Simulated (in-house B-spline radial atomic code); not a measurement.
A fraction x of an electron is removed from 2p in Si5+, starting from [He] 2s2 2p5 and keeping the highest spin. Method: non-relativistic PW91, spin-polarised, spherical fractional occupations, point nucleus. Calculated with an all-electron radial atomic-structure program (B-spline basis).

```tsv
x	E(x) - E(0) (eV)	2p down level (eV)
0	0.0000	-186.320
0.08	15.0295	-189.420
0.23	43.8805	-195.267
0.32	61.6133	-198.796
0.39	75.6253	-201.550
0.5	98.0347	-205.896
0.52	102.1605	-206.688
0.72	144.2929	-214.646
0.86	174.7354	-220.252
0.98	201.4550	-225.077
1	205.9646	-225.883
```

The exact functional would give a straight line between the two integer points. Deviations E(x) - E(0) - x[E(1) - E(0)], in eV: -1.448 at x = 0.08, -3.491 at x = 0.23, -4.295 at x = 0.32, -4.701 at x = 0.39, -4.948 at x = 0.5, -4.941 at x = 0.52, -4.002 at x = 0.72, -2.394 at x = 0.86, -0.39 at x = 0.98.

The curve lies below the straight line by up to 4.948 eV (at x = 0.5): convex, the delocalisation error that favours fractional charges.

(1) How well does Slater's transition state (minus the level at half occupation) give the ionisation energy?

Answers

(1) It gives 205.896 eV against 205.965 eV from the two total energies; NIST lists 205.28 eV, ground level to ground level.
